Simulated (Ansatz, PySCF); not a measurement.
1,1-dimethylcyclopropane (C₅H₁₀), SMILES C1(C)(CC1)C.

The structure is a stationary point at PBE0-D3(BJ)/def2-SVP.

Vertical ionisation energy (IE) and electron affinity (EA) in eV. Rows of orbital energies are one-electron estimates. Where ΔSCF, EOM or ADC give a negative EA the extra electron is unbound and the value depends on the basis.

```csv
level,IE,EA
"−ε(HOMO), −ε(LUMO), ωB97X/def2-TZVP (PySCF)",9.97,-3.21
"−ε(HOMO), −ε(LUMO), PBE/def2-TZVP (PySCF)",6.33,-0.48
"ΔSCF, PBE0/def2-TZVPD (Ansatz), final states of multiplicity 2 and 2",?,?
"ΔSCF, PBE/def2-TZVPD (Ansatz), final states of multiplicity 2 and 2",9.43,-1.12
```

Q: Some entries are withheld; supply them. (Estimate from the structure and the level; the computed values follow.)

A: 
- ΔSCF, PBE0/def2-TZVPD (Ansatz, a program for electronic structure), final states of multiplicity 2 and 2, IE: 9.62
- ΔSCF, PBE0/def2-TZVPD (Ansatz), final states of multiplicity 2 and 2, EA: -1.28

Q: What vertical singlet–triplet gap does ΔSCF give with PBE0/def2-TZVPD (Ansatz) and with PBE/def2-TZVPD (Ansatz)? (The exact figures need the calculation; the answer reports its results.)

A: 6.92 and 6.53 eV (triplet above singlet where positive).
